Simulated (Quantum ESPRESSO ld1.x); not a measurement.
Species: Co+. Configuration: [Ar] 3d8.

Calculated with ld1.x of Quantum ESPRESSO 7.5: scalar-relativistic Kohn-Sham, LDA (Slater exchange, Perdew-Wang correlation), spin-polarised, spherical densities, point nucleus; open shells are filled with parallel spins first.

Energy parts (eV):
total: -37839.14
kinetic: 38310.21
electron-nucleus: -90625.03
Hartree: 16026.65
exchange-correlation: -1550.97

Orbitals (lengths in bohr, moments of r in powers of bohr):
orbital	occ.	eigenvalue (eV)	<1/r>
1s up	1	-7579.97	26.99
1s down	1	-7579.96	26.99
2s up	1	-899.964	5.800
2s down	1	-898.952	5.804
2p up	3	-772.294	5.700
2p down	3	-771.514	5.703
3s up	1	-106.052	1.824
3s down	1	-104.044	1.821
3p up	3	-69.8323	1.678
3p down	3	-67.8775	1.673
3d up	5	-13.3107	1.244
3d down	3	-11.6218	1.215

The highest occupied level is 3d down at -11.622 eV. Spin moment in Bohr magnetons: 2. For comparison, the ionisation energy in NIST's Atomic Spectra Database is 17.084 eV (measured). In exact Kohn-Sham theory the highest level is minus the ionisation energy, but local and semilocal functionals leave it too shallow, through self-interaction and a potential that decays too fast; potentials with the right tail come closer. The density falls to 0.001 e/bohr^3 at r = 3.43 bohr.
